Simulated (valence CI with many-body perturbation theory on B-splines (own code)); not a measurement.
**Which ion has this spectrum?**

A relativistic CI+MBPT calculation for an atom or ion with 50 electrons gives these levels (cm⁻¹):

```tsv
J	Parity	E	g
0	even	0.0	
1	even	6831	1.50
2	even	10983	1.36
2	even	22532	1.14
0	even	37174	
2	odd	77777	1.98
1	odd	98839	0.60
2	odd	99326	1.22
3	odd	102157	1.33
0	odd	114460	
2	odd	114881	1.29
1	odd	115300	1.42
2	odd	123093	1.14
2	odd	130936	0.72
```

The energies are calculated, with errors of perhaps 200 cm⁻¹, more in some levels.

Which is it?
A. Sn
B. Sb+
C. Cs5+
D. I3+

D. I3+, ground level 5s2.5p2 3P_0.
